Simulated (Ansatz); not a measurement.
```yaml
crystal:
  periodic: [false, false, false]
  atoms:
    - {symbol: Si, position_ang: [1.421065, 0.035283, 0.394684]}
    - {symbol: H, position_ang: [2.136581, -1.030086, 1.154274]}
    - {symbol: H, position_ang: [2.378603, 1.140141, 0.100825]}
    - {symbol: Se, position_ang: [-0.438370, 0.783127, 1.508352]}
    - {symbol: Si, position_ang: [-1.421047, -0.035095, -0.394772]}
    - {symbol: H, position_ang: [-2.375882, -1.141825, -0.099160]}
    - {symbol: H, position_ang: [-2.139694, 1.028257, -1.154228]}
    - {symbol: Se, position_ang: [0.438734, -0.779802, -1.509964]}
basis:
  gaussian: {orbitals: aug-cc-pVDZ}
hamiltonian: {xc: {name: LC-wPBE}}
scf: {lower_state_search: off}
```

```sh
$ ansatz run in.yaml --threads 4 --pin off --events-out ev --progress --plain --max-ram 3916MiB
```

It prints (some lines left out):

```
Functional definition: LC-wPBE
1796 factors; their error is unknown
753 factors; integrals over basis functions are off by at most 1.9e-5 eV
mean field evaluation 1: about -146497.1406 eV, gradient 1.2e1 eV
mean field evaluation 2: about -146497.7283 eV, gradient 6.0e0 eV
mean field evaluation 4: about -146497.8574 eV, gradient 2.4e-1 eV
mean field evaluation 8: about -146497.7746 eV, gradient 1.0e-1 eV
mean field evaluation 16: about -146497.7747 eV, gradient 7.8e-6 eV
mean field -146497.77465978 eV, -5383.6939189886 hartree, gradient 7.7e-6 eV, S^2 0.000000; 0 other end points of the search recorded, 0 dependent functions left out
reference -146497.77465979 eV, -5383.6939189891 hartree; 50, 50 occupied and 112, 112 virtual orbitals, 1796 factors
Total energy: -146497.77465979 eV, -5383.6939189891 hartree
Checks for a lower state left out: stability, starts, cluster_reference, orbital_swaps, neighbouring_geometries, increment
```

Run time 3.6 s (4 threads of Arm Neoverse N1 on a shared host).

LC-ωPBE has ω = 0.4 bohr⁻¹.
